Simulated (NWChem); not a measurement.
Molecule: NbSClF₂; SMILES [F][Nb]([F])(=[S])[Cl]

```xyz
5

Nb    -0.1718    -0.0564     0.0000
S      1.2521    -1.6335     0.0000
F     -1.1987    -0.2167     1.5269
F     -1.1987    -0.2167    -1.5269
Cl     0.9589     1.9226     0.0000
```
Atoms are numbered in this order, from 1.

Level: PBE0/def2-SVP with def2 effective core potentials on Nb (NWChem), optimised geometry, unscaled harmonic frequencies. def2 effective core potentials on Nb; no spin-orbit coupling.

List the harmonic frequencies with IR intensities, and the thermochemistry.


| frequency (cm⁻¹) | IR intensity (km/mol) |
|---|---|
| 133 | 5.1 |
| 143 | 0.7 |
| 166 | 9.2 |
| 197 | 1.0 |
| 200 | 3.2 |
| 432 | 67.4 |
| 599 | 68.5 |
| 719 | 137.2 |
| 739 | 139.3 |

```
Item                                                                                Value
-----------------------------------------------------------------------  ----------------
zero-point energy                                                            4.8 kcal/mol
thermal correction to the enthalpy at 298.15 K (with zero-point energy)      9.5 kcal/mol
heat capacity Cv                                                         19.3 cal/(mol K)
entropy at 298.15 K and 1 atm (symmetry number 1)                        84.5 cal/(mol K)
```

Rigid rotor and harmonic oscillator.
